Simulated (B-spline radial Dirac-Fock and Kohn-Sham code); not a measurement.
# Dipole and non-dipole photoemission parameters of Pm²⁺ 4s

System: the Pm²⁺ ion in the configuration [Xe] 4f5; threshold 341.8 eV (orbital energy of the model). Level of theory: Dirac-Hartree-Slater photoionisation with a Latter tail; cross sections with all multipoles, angular parameters from the dipole term and its interference with E2; a radial B-spline solver.

For linearly polarised light dσ/dΩ = σ/(4π) [1 + β P₂(cos θ) + (δ + γ cos²θ) sin θ cos φ], with θ from the polarisation vector and φ the angle between the beam and the projection of the electron momentum on the plane normal to the polarisation.

```
hν (eV)  σ (kb)      β       γ
    400     103  1.917   0.439
    567    72.9  1.945   0.483
    577    71.4  1.946   0.482
    600    68.2  1.948   0.480
   1000       ?      ?       ?
   1090    30.4  1.966   0.361
   1300    23.2  1.969   0.301
   1420    20.2  1.970   0.269
   1730    14.7  1.973   0.191
 2984.4    5.67  1.978  -0.025
   3830    3.60  1.979  -0.095
 5414.7    1.87  1.981  -0.124
   6210    1.43  1.981  -0.107
   6600    1.27  1.981  -0.094
 9251.7   0.648  1.982   0.061
   9780   0.578  1.982   0.101
  10200   0.530  1.982   0.134
  11000   0.454  1.982   0.200
  12000   0.378  1.982   0.285
```

Task: Give the values at 1000 eV.

Result: σ = 34.6 kb, β = 1.964, γ = 0.388. For an s subshell δ is negligible.

Values without a named source are computed, but for edge energies of neutral atoms, which are taken from tables.
